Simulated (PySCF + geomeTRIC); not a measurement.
A geometry relaxed with PBE0-D4/def2-TZVP run with PySCF + geomeTRIC, charge 0, multiplicity 1:

```xyz
13

Si    -2.1387     0.1166    -0.3808
H     -0.4147    -0.4227     1.2724
H      2.0453     0.8494     1.6353
H     -0.4267    -1.6459     0.0176
H      0.5487     0.2338    -1.4418
H     -2.1705     0.1154    -1.8705
H     -2.3224     1.5115     0.0959
N      0.6214     0.1678    -0.4387
Si     2.1842     0.2799     0.2680
H     -3.2527    -0.7320     0.1235
C     -0.4719    -0.5593     0.1860
H      3.0007     1.1703    -0.5965
H      2.8979    -1.0255     0.4138
```

**Question.** Write the SMILES of this molecule.

**Answer.** `[SiH3]CN[SiH3]`
